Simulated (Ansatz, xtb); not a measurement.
Two isomers of C7H7Br

We compare I, `C=C1C=C/C1=C\CBr`, a singlet, with II, `BrC1=C[C@@H]2C=C[C@H]1C2`, a singlet. Both are isolated molecules in the gas phase, relaxed with PBE0-D3(BJ)/def2-SVP; the shapes shown needn't be the lowest conformers.

I (Å):

```xyz
15

C     0.6567   -1.5463   -1.9099
C    -0.1211   -0.4644   -1.9536
C    -0.7387    0.3867   -2.9931
C    -1.3246    1.2035   -2.0728
C    -0.7700    0.4359   -0.9389
C    -0.8073    0.4852    0.3985
C    -1.5402    1.5195    1.1584
Br   -3.1113    0.7681    2.0805
H     1.0030   -2.0320   -2.8251
H     0.9668   -1.9767   -0.9549
H    -0.7300    0.3606   -4.0841
H    -1.9668    2.0825   -2.1470
H    -0.2778   -0.2827    0.9708
H    -0.9378    1.9577    1.9644
H    -1.9278    2.3199    0.5170
```

II (Å):

```xyz
15

C    -0.4975   -0.0165   -2.7394
C    -0.2555   -0.7777   -1.6679
C    -0.7922    0.0166   -0.4698
C    -2.3179    0.1123   -0.6266
C    -2.5545    0.8606   -1.7080
C    -1.1878    1.2695   -2.2740
C    -0.4225    1.4444   -0.9415
Br   -0.2128   -0.4180   -4.5372
H     0.1575   -1.7849   -1.6354
H    -0.4270   -0.3068    0.5134
H    -3.0419   -0.3983    0.0093
H    -3.5137    1.1047   -2.1650
H    -1.1786    2.0950   -2.9957
H     0.6595    1.5897   -1.0781
H    -0.8456    2.2351   -0.3044
```

**Question.** Estimate which is lower in electronic energy at CCSD(T)/def2-SVP + ΔMP2/def2-TZVPP, and by roughly how much.

**Answer.** The CCSD(T)/def2-SVP + ΔMP2/def2-TZVPP calculation puts structure II lower, by 83.8 kJ/mol.

Level by level:

| level | geometry | E(II) − E(I) (kJ/mol) | departure from the last row (kJ/mol) | job, with rough time for the two |
| --- | --- | --- | --- | --- |
| GFN2-xTB | GFN2-xTB | −142.5 | −58.7 | optimisation, 0.18 s |
| HF/STO-3G | GFN2-xTB | −220.3 | −136.5 | single point, 0.66 s |
| r2SCAN-D4/def2-SVP | GFN2-xTB | −70.6 | +13.1 | single point, 6.9 s |
| PBE0-D3(BJ)/def2-SVP | PBE0-D3(BJ)/def2-SVP | −86.7 | −3.0 | optimisation, 56 s |
| HF/def2-SVP | PBE0-D3(BJ)/def2-SVP | −45.5 | +38.2 | part of the CCSD(T) run |
| MP2/def2-SVP | PBE0-D3(BJ)/def2-SVP | −112.1 | −28.3 | part of the CCSD(T) run |
| CCSD(T)/def2-SVP | PBE0-D3(BJ)/def2-SVP | −91.2 | −7.4 | single point |
| CCSD(T)/def2-SVP + ΔMP2/def2-TZVPP | PBE0-D3(BJ)/def2-SVP | −83.8 |  | single point, 3.6 min |

As drawn, II has 2 C–C in place of 1 C=C. Structure I has a 4-membered ring, II 2 5-membered rings.

The levels shown agree on the order. The largest departure from CCSD(T)/def2-SVP + ΔMP2/def2-TZVPP is that of HF/STO-3G, 136.5 kJ/mol. The last row adds to CCSD(T) the change of the MP2 difference between the two basis sets, here +7.4 kJ/mol.

With thermal terms from frequencies at re-optimised GFN2-xTB minima (ideal gas, soft modes damped towards free rotors, one conformer each, 298.15 K, 1 atm): the zero-point term adds +12.3 kJ/mol; ΔH is −76.9 and ΔG −63.5 kJ/mol.

The correlated steps freeze 16 core orbitals; the filled d shell of Br is correlated, in a basis made for valence electrons. Mirror images aren't counted in ΔG. Programs: Ansatz 0.2.0, xtb 6.7.1; the last row on 4 threads of Arm Neoverse V1 on a shared host.
